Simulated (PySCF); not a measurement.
C$_{3}$H$_{11}$BN$_{2}$O (SMILES COB(N)N(C)C), singlet, at a GFN2-xTB geometry, atoms displaced at random by about 0.08 Å a coordinate; PBE/STO-3G, gradient (PySCF).

Here is a job for PySCF.
```python
from pyscf import gto, scf, dft

mol = gto.M(
    atom='''
B     0.505717   -0.427603    0.024479
O     0.275725   -1.315502   -0.949663
C    -0.807854   -1.367089   -1.638441
H    -1.704837   -1.193604   -1.057399
H    -0.811581   -0.904645   -2.543780
H    -0.893934   -2.571065   -1.993010
N     1.532211   -0.951086    1.030907
H     2.273956   -1.606422    0.808534
H     2.057834   -0.083222    1.550765
N    -0.281064    0.795262    0.340851
C    -0.961697    1.375566   -0.561159
C    -0.146537    1.424726    1.668051
H    -1.869221    1.606491   -0.278794
H    -0.527527    2.562143   -0.632125
H    -0.840830    1.109401   -1.453743
H     0.484353    2.316277    1.698868
H    -1.217007    1.865661    1.986988
H     0.255627    0.641209    2.371024
''',
    basis='sto-3g',
    charge=0,
    spin=0,
    verbose=3,
)

mf = dft.RKS(mol)
mf.xc = 'pbe'
mf.kernel()
g = mf.nuc_grad_method()
grad = g.kernel()
```

Output, abridged:

```
converged SCF energy = -325.803630531368
--------------- RKS gradients ---------------
         x                y                z
0 B    -0.0412449186    -0.0058101067    -0.0771190724
1 O    -0.1424042824    -0.0038346794    -0.0610292764
2 C     0.1214683270     0.1525301252     0.0434419519
3 H     0.0295266102    -0.0110068706    -0.0054671584
4 H     0.0043912523    -0.0559638378     0.0820158291
5 H     0.0066673283    -0.0569559627    -0.0144046275
6 N     0.0257449589    -0.1083250142    -0.0250766431
7 H    -0.0210830182     0.0274801907     0.0208861826
8 H     0.0256165094     0.0475992614     0.0247849950
9 N    -0.1589052810     0.1689087111    -0.1508585677
10 C    -0.0080807830    -0.2501112962     0.0012224600
11 C     0.0562840081    -0.0016984414    -0.0222151220
12 H     0.1437574027    -0.0205803789    -0.0250980113
13 H     0.0202377868     0.0464505669     0.0083661059
14 H    -0.0135117345     0.0697059679     0.1843555576
15 H    -0.0181493659    -0.0122671037     0.0071725457
16 H    -0.0415649695     0.0276052692     0.0064964832
17 H     0.0112305173    -0.0135796799     0.0024083105
----------------------------------------------
```
